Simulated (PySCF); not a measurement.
CH₁₀ClNSi₃, SMILES [SiH3][SiH2][Si@@](Cl)(C)N.

Coordinates come from a PBE-D3(BJ)/def2-SVP optimisation. The structure was generated by enumeration; whether it is a known compound was not checked. Other conformers were not sampled.

Calculation: PBE-D3(BJ)/def2-SVP (PySCF 2.14.0).

Frequencies are harmonic and unscaled.

| mode | ν (cm⁻¹) | IR (km/mol) | moving atoms (share of kinetic energy) |
|---|---|---|---|
| 1 | 24 | 0.2 | Si 51 %, H 21 %, Cl 12 %, N 10 % |
| 2 | 56 | 0.7 | Si 46 %, H 18 %, Cl 14 %, N 13 %, C 9 % |
| 3 | 113 | 0.3 | H 74 %, N 10 %, C 10 % |
| 4 | 123 | 1.4 | Si 36 %, Cl 29 %, H 23 % |
| 5 | 132 | 0.5 | H 46 %, Si 21 %, C 17 %, N 9 % |
| 6 | 151 | 0.1 | H 97 % |
| 7 | 193 | 6.8 | H 28 %, C 23 %, Si 21 %, Cl 20 %, N 9 % |
| 8 | 209 | 2.6 | H 40 %, Si 23 %, N 18 %, C 14 % |
| 9 | 230 | 10.1 | N 28 %, H 24 %, Cl 21 %, Si 21 % |
| 10 | 298 | 32.3 | H 85 %, N 9 % |
| 11 | 327 | 8.9 | H 87 %, Si 9 % |
| 12 | 381 | 6.8 | Si 59 %, H 22 %, Cl 9 % |
| 13 | 432 | 2.2 | Si 78 %, H 12 % |
| 14 | 459 | 46.0 | H 60 %, N 23 %, Si 9 %, Cl 8 % |
| 15 | 487 | 25.7 | H 76 %, Si 22 % |
| 16 | 491 | 5.4 | H 80 %, Si 17 % |
| 17 | 508 | 206.6 | Si 48 %, H 24 %, Cl 20 % |
| 18 | 647 | 5.7 | H 91 % |
| 19 | 662 | 131.0 | H 79 %, Si 17 % |
| 20 | 689 | 34.4 | C 36 %, H 32 %, Si 28 % |
| 21 | 730 | 1.7 | H 75 %, C 14 %, N 9 % |
| 22 | 774 | 31.9 | H 70 %, C 20 %, Si 8 % |
| 23 | 832 | 191.5 | H 88 %, Si 10 % |
| 24 | 843 | 71.1 | H 39 %, Si 29 %, N 28 % |
| 25 | 862 | 142.8 | H 58 %, Si 21 %, N 16 % |
| 26 | 876 | 2.2 | H 86 %, Si 8 % |
| 27 | 902 | 44.3 | H 97 % |
| 28 | 906 | 32.5 | H 97 % |
| 29 | 1214 | 23.8 | H 78 %, C 22 % |
| 30 | 1375 | 5.2 | H 96 % |
| 31 | 1380 | 2.4 | H 96 % |
| 32 | 1497 | 42.1 | H 90 %, N 10 % |
| 33 | 2139 | 60.5 | H 98 % |
| 34 | 2146 | 48.1 | H 99 % |
| 35 | 2151 | 23.8 | H 96 % |
| 36 | 2159 | 102.7 | H 96 % |
| 37 | 2166 | 114.2 | H 96 % |
| 38 | 2977 | 1.5 | H 97 % |
| 39 | 3076 | 1.8 | H 91 %, C 9 % |
| 40 | 3091 | 1.0 | H 91 %, C 9 % |
| 41 | 3467 | 20.4 | H 96 % |
| 42 | 3563 | 21.0 | H 91 %, N 9 % |
